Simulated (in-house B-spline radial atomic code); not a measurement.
**Co4+: 1s1 2s2 2p6 3s2 3p6 3d6 (with a hole in an inner shell)**

Level of theory: Dirac-Hartree-Fock, average of configuration, Fermi nucleus of rms radius 3.7875 fm; calculated with a B-spline radial code for spherical atoms.

Screening seen three ways: the hydrogenic charge with the same mean radius, Z_r = [3n² - l(l+1)]/(2<r>), the one with the same energy, Z_e = n√(-2ε), and Slater's rules. Values are occupation-weighted means over j.

```json
{"shell": "1s", "electrons": "1", "ε (eV)": "-8196.9", "<r> (bohr)": "0.05578", "Z_r": "26.89", "Z_e": "24.55", "Slater": "27.00"}
{"shell": "2s", "electrons": "2", "ε (eV)": "-1089.7", "<r> (bohr)": "0.2473", "Z_r": "24.26", "Z_e": "17.90", "Slater": "23.70"}
{"shell": "2p", "electrons": "6", "ε (eV)": "-962.56", "<r> (bohr)": "0.2159", "Z_r": "23.16", "Z_e": "16.82", "Slater": "23.70"}
{"shell": "3s", "electrons": "2", "ε (eV)": "-194.41", "<r> (bohr)": "0.7372", "Z_r": "18.31", "Z_e": "11.34", "Slater": "16.75"}
{"shell": "3p", "electrons": "6", "ε (eV)": "-150.89", "<r> (bohr)": "0.7601", "Z_r": "16.45", "Z_e": "9.99", "Slater": "16.75"}
{"shell": "3d", "electrons": "6", "ε (eV)": "-81.301", "<r> (bohr)": "0.8298", "Z_r": "12.65", "Z_e": "7.33", "Slater": "8.25"}
```

The least bound orbital is 3d5/2 at -81.18 eV, and it is also the most diffuse (<r> = 0.8311 bohr). The part-filled 1s shell lies below the filled 3p shell in orbital energy.

Spin-orbit splittings of the orbital energies (j = l + 1/2 above j = l - 1/2 when positive): 2p 17.14 eV, 3p 2.374 eV, 3d 0.3041 eV.

For the 1s electron the small component carries 0.96 % of the norm, the zero-frequency Breit interaction raises the level by 2.879 eV, self-energy by 4.777 eV, and vacuum polarisation lowers it by 0.4162 eV.
